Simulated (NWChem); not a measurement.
# CBr, doublet; SMILES [C]Br

```xyz
2

C      0.0000     0.0000    -1.5089
Br     0.0000     0.0000     0.2632
```
Atoms are numbered in this order, from 1.

All runs: NWChem. Pople sets run with spherical d functions. Spin-unrestricted. The state is orbitally degenerate and is run as one real component. Structure relaxed at the PBE0-D3(BJ)/def2-TZVP, spin-unrestricted level. No stability test was run on the SCF state. Vzz is the largest principal value of the second derivative of the potential at the nucleus (NWChem prints the opposite sign); η is the asymmetry. Non-relativistic.

Order these runs by computing time, cheapest first, and give rough ratios: B3LYP/cc-pVTZ; UHF/def2-TZVP; B3LYP/def2-SVP.

B3LYP/def2-SVP (1), UHF/def2-TZVP (6), B3LYP/cc-pVTZ (40). Ratios are rough, from one shared machine; the cheapest took very roughly 3 core-seconds. What differs between the cheapest and the dearest: Vzz Br2 (a.u.) -3.506 → -3.354; η Br2 0.84 → 0.79.
